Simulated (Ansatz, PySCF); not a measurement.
Ansatz (a first-principles code) was given this input:
Ansatz 0.2 input:
```yaml
crystal:
  periodic: [false, false, false]
  atoms:
    - {symbol: C, position_ang: [-0.70584325, 1.70340527, -0.82508452]}
    - {symbol: Si, position_ang: [-0.09463673, 0.04094741, -0.30697374]}
    - {symbol: C, position_ang: [1.45040532, -0.48913705, -1.30131529]}
    - {symbol: C, position_ang: [-1.43449923, -1.30658142, -0.52096936]}
    - {symbol: Cl, position_ang: [0.41693889, 0.12177942, 1.66897369]}
    - {symbol: H, position_ang: [-0.76081437, 2.54021788, -0.15171481]}
    - {symbol: H, position_ang: [-1.03515054, 1.90823411, -1.82795246]}
    - {symbol: H, position_ang: [2.27077492, 0.20649700, -1.15373599]}
    - {symbol: H, position_ang: [1.79263419, -1.47424205, -0.99730754]}
    - {symbol: H, position_ang: [1.23235521, -0.52517622, -2.36360615]}
    - {symbol: H, position_ang: [-1.05909208, -2.28228528, -0.22593610]}
    - {symbol: H, position_ang: [-2.30914169, -1.09123296, 0.08509850]}
    - {symbol: H, position_ang: [-1.75498966, -1.37164729, -1.55555086]}
basis:
  gaussian:
    orbitals: STO-3G
magnetization: {spin_polarized: true, initial_magnetization: 1}
correlation: {method: ccsd_t, electrons: outside_noble_gas}
accuracy: high
```

Question: Convert this to an input for PySCF.

Answer: Several could match; the one computed here: 
```python
from pyscf import gto, scf, cc

mol = gto.M(
    atom='''
C    -0.705843    1.703405   -0.825085
Si   -0.094637    0.040947   -0.306974
C     1.450405   -0.489137   -1.301315
C    -1.434499   -1.306581   -0.520969
Cl    0.416939    0.121779    1.668974
H    -0.760814    2.540218   -0.151715
H    -1.035151    1.908234   -1.827952
H     2.270775    0.206497   -1.153736
H     1.792634   -1.474242   -0.997308
H     1.232355   -0.525176   -2.363606
H    -1.059092   -2.282285   -0.225936
H    -2.309142   -1.091233    0.085098
H    -1.754990   -1.371647   -1.555551
''',
    basis='sto-3g',
    charge=0,
    spin=1,
    verbose=4,
)

mf = scf.UHF(mol)
mf.kernel()

mycc = cc.CCSD(mf, frozen=13)
mycc.kernel()
et = mycc.ccsd_t()
print('E(CCSD(T)) = %.10f' % (mycc.e_tot + et))
```

Both were run: Ansatz gave -857.362064 Eh and PySCF -857.362064 Eh, 0.000 mEh apart.
